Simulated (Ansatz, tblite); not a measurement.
Cost and result up the ladder for Si7 (7 atoms). The state is a singlet with charge 0. Geometry: r2SCAN-D4/def2-SVP.

```xyz
7

Si   -0.633   -1.694   -1.116
Si    1.000    0.037   -1.875
Si   -0.227    1.024    1.848
Si    0.946   -0.677    0.491
Si   -1.392   -1.084    1.185
Si   -0.946    0.677   -0.491
Si    1.251    1.717   -0.043
```

Ansatz on 4 threads of Intel Xeon 6975P-C on a shared host; xTB runs through tblite on one thread. Times are rough, summed over both states, and most runs start from the orbitals of an earlier one. PBE0-D4/def2-TZVP serves as the yardstick here, not as an exact answer. The other state is a triplet at its own geometry.

The xTB rows come from tblite. LC-ωPBE has ω = 0.4 bohr⁻¹. The structure comes from a short search, and lower isomers may exist.

xTB has no spin-polarisation term.

```json
{"level": "GFN1-xTB", "functions": "63", "wall time": "0.026 s", "triplet − singlet (eV)": "0.79", "difference from PBE0-D4/def2-TZVP (eV)": "-0.66"}
{"level": "GFN2-xTB", "functions": "63", "wall time": "0.047 s", "triplet − singlet (eV)": "0.05", "difference from PBE0-D4/def2-TZVP (eV)": "-1.41"}
{"level": "PBE-D4/def2-TZVP", "functions": "259", "wall time": "5.9 s", "triplet − singlet (eV)": "1.42", "difference from PBE0-D4/def2-TZVP (eV)": "-0.03"}
{"level": "revPBE-D4/def2-TZVP", "functions": "259", "wall time": "6.1 s", "triplet − singlet (eV)": "1.32", "difference from PBE0-D4/def2-TZVP (eV)": "-0.13"}
{"level": "r2SCAN-D4/def2-TZVP (with forces)", "functions": "259", "wall time": "14 s", "triplet − singlet (eV)": "1.45", "difference from PBE0-D4/def2-TZVP (eV)": "0.00"}
{"level": "LC-ωPBE/def2-TZVP", "functions": "259", "wall time": "17 s", "triplet − singlet (eV)": "1.47", "difference from PBE0-D4/def2-TZVP (eV)": "0.02"}
{"level": "PBE0-D4/def2-TZVP", "functions": "259", "wall time": "17 s", "triplet − singlet (eV)": "1.45", "difference from PBE0-D4/def2-TZVP (eV)": "0.00"}
```
